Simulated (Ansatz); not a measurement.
Calculated with Ansatz (gas phase, PBE0-D4/def2-TZVP geometries, no zero-point term in ΔE). CBS: MP2 limit from def2 TZ/QZ plus the TZ coupled-cluster correction, frozen cores. This one scheme is used for every species. Functionals use def2-TZVPP. For Se outer-core shells are correlated without core-valence functions, which leaves a few kJ/mol of doubt a bond. Scalar relativity is left out up to krypton. Each species was taken in one conformer, which may not be the lowest.

Reaction (substitution at a C–C bond): `C=C(C)C=O` + H₂Se → `C=C(C)[SeH]` + `C=O`

`C=C(C)C=O`:

Z-matrix (Å, degrees):
```
C
C 1 1.489
H 1 1.090 2 111.4
H 1 1.093 2 110.4 3 121.5
H 1 1.093 2 110.4 3 -121.4
C 2 1.476 1 117.4 3 -179.8
C 2 1.333 1 125.4 3 0.2
O 6 1.204 2 124.2 1 0.0
H 6 1.111 2 114.7 1 180.0
H 7 1.084 2 122.2 1 -0.0
H 7 1.086 2 120.6 1 180.0
```

H₂Se:

```xyz
3

Se   -0.658    0.111   -0.152
H     0.304    0.735    0.764
H     0.354   -0.846   -0.612
```

`C=C(C)[SeH]`:

Z-matrix (Å, degrees):
```
C
C 1 1.491
H 1 1.092 2 110.5
H 1 1.094 2 110.9 3 -120.0
H 1 1.093 2 111.0 3 120.9
Se 2 1.912 1 116.8 3 -178.2
C 2 1.328 1 124.3 3 -1.7
H 6 1.469 2 95.2 1 -29.4
H 7 1.083 2 122.5 1 178.7
H 7 1.085 2 120.1 1 -1.7
```

`C=O`:

```xyz
4

C     0.002    0.004    0.000
O    -0.499   -1.074    0.123
H     0.079    0.717    0.845
H     0.418    0.352   -0.968
```

**Question.** Is it downhill or uphill in electronic energy at CCSD(T)/CBS, and by how much? (Estimate.)

**Answer.** Computed: Uphill: ΔE = +53.1 kJ/mol.

**Question.** What do these levels give: r2SCAN-D4, PBE0-D4, PBE, r2SCAN, PBE0, HF/def2-TZVPP, MP2/def2-TZVPP, CCSD/def2-TZVPP, CCSD(T)/def2-TZVPP, HF/CBS(def2), MP2/CBS(def2), CCSD/CBS(def2)? (An estimate is asked.)

**Answer.** Ansatz gave: r2SCAN-D4 63.1, PBE0-D4 59.4, PBE 59.5, r2SCAN 63.3, PBE0 61.0, HF/def2-TZVPP 63.5, MP2/def2-TZVPP 48.6, CCSD/def2-TZVPP 53.1, CCSD(T)/def2-TZVPP 52.5, HF/CBS(def2) 63.6, MP2/CBS(def2) 49.1, CCSD/CBS(def2) 53.7 kJ/mol.

Largest T1 diagnostic among the species: 0.015.

In def2-TZVPP, CCSD(T) changes the Hartree–Fock value by −11.0 kJ/mol (the triples alone add −0.6 kJ/mol) and MP2 by −14.9 kJ/mol. The D4 term adds −3.2 kJ/mol with B3LYP and −1.5 kJ/mol with PBE0; it sums over pairs of atoms, weighted by their polarisabilities, and B3LYP, whose exchange is more repulsive, gets the larger term.

B3LYP here is the variant with VWN-RPA as its local correlation; programs differ in this.
